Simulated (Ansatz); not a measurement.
`[F][Ge]([Cl])([Cl])[Cl]`, charge 0, multiplicity 1.

Task: Give a relaxed structure at PBE0-D4/def2-TZVP (the Gaussian-basis code of Ansatz). (Best estimate.)

Result: Ansatz gave: 
Cartesian coordinates in Å:
```
F -0.414 1.643 -0.445
Ge -0.010 0.039 -0.010
Cl 2.055 -0.010 0.405
Cl -1.142 -0.467 1.692
Cl -0.489 -1.205 -1.642
```
Point group C3v.
